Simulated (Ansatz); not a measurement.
Born–Oppenheimer molecular dynamics of H6OW (8 atoms, charge 0, multiplicity 1). It starts at the highest image of a converged band. Of that band: The profile has 2 maxima (images 5, 7) with wells between them (image 6): this band takes more than one step, which may be the mechanism or a detour left from its start path. Neighbouring images differ by up to 1.7 eV, so the band resolves the path poorly. A vibrational analysis at the climbing image gives one clearly imaginary mode, 237i cm⁻¹: a first-order saddle point.

All numbers below come from RKS PBE/def2-SVP (Ansatz).

* ensemble: NVE (velocity Verlet)
* time step: 0.5 fs
* steps asked: 200
* starting velocities drawn for: 100 K
* seed: 10744

First frame:

```xyz
8
Properties=species:S:1:pos:R:3
W -0.382 0.008 -0.280
O 0.601 0.270 1.659
H 0.646 -0.487 2.273
H 1.476 0.711 1.691
H 0.332 1.555 -0.529
H -2.034 -0.062 0.229
H 0.623 -1.367 -0.085
H -0.232 -0.907 -1.722
```

Task: How far do the bonds stretch over the last three quarters of this one trajectory? (Pairs bonded in most of those frames.)

Result: 
```csv
bond,mean (Å),spread (Å),shortest,longest
W1–O2,2.179,0.014,2.16,2.21
W1–H5,1.720,0.006,1.71,1.73
W1–H6,1.734,0.026,1.69,1.77
W1–H7,1.713,0.027,1.67,1.76
W1–H8,1.709,0.011,1.69,1.73
O2–H3,0.978,0.024,0.94,1.01
O2–H4,0.983,0.014,0.96,1.01
```

Mean temperature of the second half: 68 K. The conserved energy stayed within 0.15 meV per atom of its start (net change 0.11 meV per atom), so the integration is sound. A run of 0.1 ps of so small a system gives no equilibrium averages. The orbitals stay closed-shell, which can raise the energy where a bond breaks towards radicals; this wasn't checked here.

Run time: 4 min on 1 thread of Intel(R) Xeon(R) 6975P-C (Granite Rapids), on a shared host, peak memory 0.14 GiB.
